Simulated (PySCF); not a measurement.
# Removing an electron from `C=CO[SiH2]N`

C₂H₇NOSi.
Numbering: `[CH2:1]=[CH:2][O:3][SiH2:4][NH2:5]` (hydrogens: H6, H7 on C1; H8 on C2; H9, H10 on Si4; H11, H12 on N5)

Geometry (PBE0-D3(BJ)/def2-SVP, Å), atoms numbered from 1 in this order:
```xyz
12
C2H7NOSi angstrom
C      2.076    0.867    0.268
C      1.736   -0.301    0.824
O      0.530   -0.890    0.812
Si    -0.861   -0.405   -0.021
N     -1.579    1.066    0.488
H      3.104    1.221    0.350
H      1.365    1.492   -0.279
H      2.477   -0.899    1.368
H     -0.498   -0.262   -1.459
H     -1.800   -1.518    0.257
H     -1.210    1.963    0.195
H     -2.042    1.135    1.386
```

Level: CAM-B3LYP/def2-SVPD (PySCF). Frontier orbitals with their largest atomic shares (Löwdin; up to four atoms above 4 %):

| orbital | ε (eV) | main atoms |
| --- | --- | --- |
| HOMO−3 | -11.57 | O3 25 %, Si4 20 %, C2 13 %, H10 10 % |
| HOMO−2 | -10.58 | O3 28 %, Si4 23 %, H9 16 %, H10 12 % |
| HOMO−1 | -9.39 | N5 63 %, O3 10 %, Si4 8 %, H12 6 % |
| HOMO | -8.21 | ? |
| LUMO | 1.00 | Si4 24 %, H11 14 %, N5 12 %, H12 11 % |
| LUMO+1 | 1.66 | C2 25 %, C1 19 %, Si4 14 %, O3 14 % |
| LUMO+2 | 1.92 | C2 26 %, O3 18 %, C1 16 %, H8 12 % |

What vertical ionisation energy does ΔSCF give, and how far is −ε(HOMO) from it?

ΔSCF: 9.12 eV (880 kJ/mol; threshold wavelength 136 nm); ⟨S²⟩ of the doublet left behind is 0.760, against 0.75 for a pure doublet. −ε(HOMO) is 8.21 eV, 0.91 eV below it. For the exact functional −ε(HOMO) would equal the first vertical ionisation energy; CAM-B3LYP (range-separated hybrid) falls short of its own ΔSCF value by 10 %.

On which atoms does the HOMO lie?

C1 (terminal =CH2 carbon) 38 %, C2 (vinylic carbon bearing oxygen) 26 %, O3 (silyl ether oxygen) 23 %, so no atom holds as much as 40 %. The HOMO−1 lies 1.18 eV lower.

How many of the 10 lowest singlet excitations (vertical TDDFT, same level) lie below the ionisation energy?

All 10; they run from 6.43 to 8.28 eV.

With α = 62.7 au, estimate the like-pair dispersion coefficient by London's formula C6 = (3/4)α²I.

I = 0.3350 Eh, so C6 ≈ 987 au, a rough estimate.

What kinetic energy would electrons from this vertical process carry with He II light (40.814 eV)?

40.81 − 9.12 = 31.69 eV.

What total energies stand behind the ΔSCF value?

E(N) = -499.60965 Eh and E(N − 1) = -499.27461 Eh at the same geometry, 0.33504 Eh apart.

One conformer (not necessarily the lowest) at the PBE0-D3(BJ)/def2-SVP geometry, without solvent, vibrations or thermal averaging.

The run behind these numbers computed excited states and ΔSCF ions as well. On one thread, Arm Neoverse N1, shared host, this took 2.3 min wall.
